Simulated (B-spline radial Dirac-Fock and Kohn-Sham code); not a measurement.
## Energy-loss ionisation edge M1 of Cd

System: neutral cadmium, [Kr] 4d10 5s2. Calculated with a radial finite-basis atomic code, using the first Born approximation with generalised oscillator strengths from a Dirac-Hartree-Slater potential (longitudinal and transverse terms; continuum final states only, so no white lines or fine structure). The edge is taken at 772.0 eV (tabulated value).

Input of the calculation (task.json; shells as n, l, electrons):

```json
{"items": [{
  "Z": 48,
  "q": 0,
  "cfg": [[1, 0, 2], [2, 0, 2], [2, 1, 6], [3, 0, 2], [3, 1, 6], [3, 2, 10], [4, 0, 2], [4, 1, 6], [4, 2, 10], [5, 0, 2]],
  "A": 114,
  "rrms": 4.6087,
  "do": "eels",
  "beams": [[60, 20], [60, 50], [80, 20], [100, 20], [120, 5], [120, 50], [120, 100], [200, 5], [200, 20], [200, 100], [300, 5], [300, 10], [300, 50], [300, 100]],
  "edges": {"M1": 772.0}
}]}
```

Launch: `python xray2_run.py task.json out`

Generalised oscillator strength df/dE of the whole subshell in 10⁻³ per eV, against momentum transfer:

| q (1/a₀) | 10 eV above | 20 eV above | 30 eV above | 200 eV above |
| --- | --- | --- | --- | --- |
| 0.0400 | 0.964 | 0.906 | 0.883 | 0.716 |
| 0.0695 | 0.964 | 0.906 | 0.883 | 0.716 |
| 0.121 | 0.964 | 0.906 | 0.883 | 0.716 |
| 0.210 | 0.963 | 0.906 | 0.884 | 0.717 |
| 0.365 | 0.963 | 0.908 | 0.886 | 0.719 |
| 0.634 | 0.962 | 0.912 | 0.892 | 0.724 |
| 1.10 | 0.955 | 0.923 | 0.909 | 0.740 |
| 1.91 | 0.922 | 0.933 | 0.947 | 0.790 |
| 3.33 | 0.765 | 0.853 | 0.969 | 0.942 |
| 5.78 | 0.429 | 0.512 | 0.730 | 1.16 |
| 10.0 | 0.168 | 0.189 | 0.249 | 0.532 |
| 17.5 | 0.00247 | 0.00316 | 0.00373 | 0.00813 |
| 30.3 | 0.000630 | 0.000714 | 0.000746 | 0.000945 |

As q goes to zero the values tend to the optical oscillator strength. At 200 eV above the edge the largest value on this grid is at q = 5.78 per a₀; a free electron at rest would take up the loss of 972 eV at q = 8.45 per a₀, where the Bethe ridge forms once the loss is well above the edge energy.
